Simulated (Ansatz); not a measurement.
Stepwise reaction of `[CH3][W]([CH3])(=[O])=[S]` with hydrogen chloride, as a gas-phase model of exchange steps in deposition or etching. ΔE in kJ/mol; ΔG adds harmonic PBE0-D4 terms to CCSD(T)/CBS, at 1 bar.

Isolated molecules relaxed with PBE0-D4/def2-TZVP in Ansatz; ΔE leaves out vibrations. CCSD(T)/CBS is the MP2 limit (def2-TZVPP, def2-QZVPP) plus CCSD(T) − MP2 in def2-TZVPP, frozen cores. This one scheme is used for every species. Functionals use def2-TZVPP. B3LYP here is the variant with VWN-RPA as its local correlation; programs differ in this. def2 core potentials past Kr. For W outer-core shells are correlated without core-valence functions, which leaves a few kJ/mol of doubt a bond.

```json
{"step": "2", "reaction": "`[CH3][W](=[O])(=[S])[Cl]` + HCl → `[O]=[W](=[S])([Cl])[Cl]` + CH₄", "PBE-D4": "-135.2", "B3LYP-D4": "-136.5", "ωB97M-V": "-128.4", "CCSD(T)/CBS": "-128.8", "ΔG(400 K)": "-116.1"}
```

(1) Give the row of step 1, `[CH3][W]([CH3])(=[O])=[S]` + HCl → `[CH3][W](=[O])(=[S])[Cl]` + CH₄. (Best estimate.)

(2) By hand: ΔE of the 2 steps together at CCSD(T)/CBS.

Results:

(1) The calculation gave: 
```tsv
step	reaction	PBE-D4	B3LYP-D4	ωB97M-V	CCSD(T)/CBS	ΔG(400 K)
1	`[CH3][W]([CH3])(=[O])=[S]` + HCl → `[CH3][W](=[O])(=[S])[Cl]` + CH₄	-153.9	-157.4	-151.6	-153.9	-137.4
```

(2) (-153.9) + (-128.8) = -282.7 kJ/mol, or -141.4 kJ/mol a step.

In ΔE each step is higher than the one before. All are downhill at CCSD(T)/CBS. ΔG lies between -137.4 and -116.1 kJ/mol a step. PBE-D4 differs from CCSD(T)/CBS by -6.4 to 0.0 kJ/mol a step. Only this route is followed, and other bonds may react first. Isolated molecules leave out the surface, adducts and barriers. Largest T1 diagnostic: 0.023.
